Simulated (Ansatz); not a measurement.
```xyz
2

Cl    0.0000    0.0000    0.0711
H     0.0000    0.0000   -1.8489
```

Basis set: pcseg-2 (spherical functions). Charge 0, multiplicity 1.

Computed with Ansatz (development build ahead of 0.2.0); each method stands on the lowest determinant of its kind that the runs found. Restricted functionals stand beside restricted open-shell atoms, which can lie above the unrestricted atoms usual in DFT and then raise those values.

**Question.** Give the atomization energy at this shape (free ground-state atoms in the same class of orbitals less the molecule, no zero-point energy) of singlet HCl by PBE0 (unrestricted), PBE (restricted), PBE (unrestricted).

**Answer.**

```
             method  atomization energy
PBE0 (unrestricted)      46.88 kcal/mol
   PBE (restricted)      55.02 kcal/mol
 PBE (unrestricted)      54.01 kcal/mol
```

Caution: the shape is not the minimum.
